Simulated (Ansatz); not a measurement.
H₄NOSbSn. Total charge 0; spin multiplicity 1. Sn, Sb: def2 effective core potential. All single points use the PBE0-D4/def2-TZVP geometry.

```xyz
8

N     0.135   -0.187    1.211
Sn    0.750    0.630   -0.566
O    -1.060    0.109   -1.205
Sb   -1.710   -0.725    0.470
H     0.096    0.439    2.007
H     1.965   -0.265   -1.360
H     1.019    2.318   -0.591
H    -1.196   -2.318    0.034
```

Task: What is the dipole moment at r2SCAN/def2-TZVPP? (Best estimate.)

Result: Ansatz gave: 1.86 D, with components (0.72, 1.18, 1.25) D in this frame, pointing from negative to positive charge.

Task: And with PBE, B3LYP, ωB97M-V? (An estimate is asked.)

Result: Computed: PBE 1.81 D, B3LYP 1.88 D, ωB97M-V 1.87 D.

Task: Give the Mulliken charges with r2SCAN, ωB97M-V, PBE in def2-TZVPP. (An estimate is asked.)

Result: Ansatz gave: 
```json
{"atom": "N1", "r2SCAN": "-0.73", "ωB97M-V": "-0.69", "PBE": "-0.65"}
{"atom": "Sn2", "r2SCAN": "0.96", "ωB97M-V": "0.89", "PBE": "0.88"}
{"atom": "O3", "r2SCAN": "-0.75", "ωB97M-V": "-0.74", "PBE": "-0.68"}
{"atom": "Sb4", "r2SCAN": "0.76", "ωB97M-V": "0.70", "PBE": "0.67"}
{"atom": "H5", "r2SCAN": "0.15", "ωB97M-V": "0.12", "PBE": "0.14"}
{"atom": "H6", "r2SCAN": "-0.12", "ωB97M-V": "-0.09", "PBE": "-0.12"}
{"atom": "H7", "r2SCAN": "-0.12", "ωB97M-V": "-0.09", "PBE": "-0.12"}
{"atom": "H8", "r2SCAN": "-0.15", "ωB97M-V": "-0.10", "PBE": "-0.13"}
```

B3LYP here is the variant with VWN-RPA as its local correlation; programs differ in this.
